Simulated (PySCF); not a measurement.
C₅H₉N₃Si₂.
Bonds: C1–C2 (aromatic), C2–C3 (aromatic), C3–C4 (aromatic), C4–Si5, Si5–N6, N6–Si7, Si7–N8, C4–N9 (aromatic), N9–C10 (aromatic), C1–C10 (aromatic), Si5–N8. Hydrogens: H11 on C1; H12 on C2; H13 on C3; H14 on Si5; H15 on N6; H16, H17 on Si7; H18 on N8; H19 on C10.

NICS is the negative of the GIAO shielding at a point without a nucleus: at the ring centre (0) and 1 Å above and below it (1); zz is the component along the ring normal. Level: GIAO KT2/pcSseg-1 (PySCF, non-relativistic, gas phase) on the PBE0-D3(BJ)/def2-SVP geometry, one conformer.

Ring bond lengths (Å): C1–C2 1.391, C2–C3 1.394, C3–C4 1.400, C4–N9 1.345, N9–C10 1.326, C10–C1 1.398; Si5–N6 1.742, N6–Si7 1.747, Si7–N8 1.746, N8–Si5 1.742.

Q: What do the NICS probes read (ppm)?

A: 
| ring | type | NICS(0) | NICS(1), two faces | NICS(1)zz, two faces | rms pucker (Å) | centre to ring atoms, mean (Å) |
| --- | --- | --- | --- | --- | --- | --- |
| C1–C2–C3–C4–N9–C10 | 6-membered ring with N; formal bonds all aromatic | -6.5 | -10.8 / -10.8 | -26.6 / -26.6 | 0.00 | 1.38 |
| Si5–N6–Si7–N8 | 4-membered ring with 2 N and 2 Si; formal bonds all single | -7.8 | -1.1 / -0.6 | -0.4 / -0.6 | 0.02 | 1.23 |

Q: What do they say, and how far can they be read as aromaticity?

A: 
- C1–C2–C3–C4–N9–C10: mean NICS(1)zz -26.6 ppm, shielded. The ring is flat and has no four-coordinate atom; by the NICS criterion it is aromatic.
- Si5–N6–Si7–N8: mean NICS(1)zz -0.5 ppm, near zero. Si5, Si7 have four or more neighbours, so the value isn't read as a sign of a π ring current. NICS(0) lies 7 ppm below the mean NICS(1).

Q: And the bond-length index? HOMA takes Krygowski's 1993 parameters.

A: 
- C1–C2–C3–C4–N9–C10: HOMA 0.98; the largest term is that of C3–C4, α(R − Ropt)² = 0.04. The geometric and the magnetic index point the same way.

Q: At the first NICS(1) probe listed for ring C1–C2–C3–C4–N9–C10, 1 Å off the ring, what do the in-plane components average?

A: The isotropic value is a third of the trace: (3 × -10.8 − (-26.6))/2 = -2.9 ppm.

Q: How shielded are the nuclei of the rings and their hydrogens (means over atoms taken as equivalent)?

A: 
```csv
atoms,environment,σ isotropic (ppm)
C1,aromatic CH carbon,64.4
C2,aromatic CH carbon,55.3
C3,aromatic CH carbon,58.7
C4,substituted aromatic carbon,23.6
Si5,SiH silicon,371.4
N6 (×2),nitrogen bridging silicon atoms,240.2
Si7,SiH2 silicon,371.5
N9,pyridine-type nitrogen,-88.7
C10,aromatic CH next to a ring nitrogen,38.6
H11,aromatic hydrogen,24.37
H12,aromatic hydrogen,23.83
H13,aromatic hydrogen,23.89
H14,Si–H hydrogen,24.98
H15 (×2),N–H hydrogen,30.98
```

The list is cut; further classes of hydrogen are left out.

Q: How do the values depend on the level or the medium?

A: 
```csv
level,"NICS(0), C1–C2–C3–C4–N9–C10","mean NICS(1)zz, C1–C2–C3–C4–N9–C10","NICS(0), Si5–N6–Si7–N8","mean NICS(1)zz, Si5–N6–Si7–N8"
"KT2/pcSseg-1, gas",-6.5,-26.6,-7.8,-0.5
"PBE0/pcSseg-1, gas",-6.7,-28.0,-8.3,-0.8
```

The geometry is the same throughout.

Shape of the structure used: `[cH:1]1[cH:2][cH:3][c:4]([SiH:5]2[NH:6][SiH2:7][NH:8]2)[n:9][cH:10]1`: C3–C4–Si5–N6 130°.
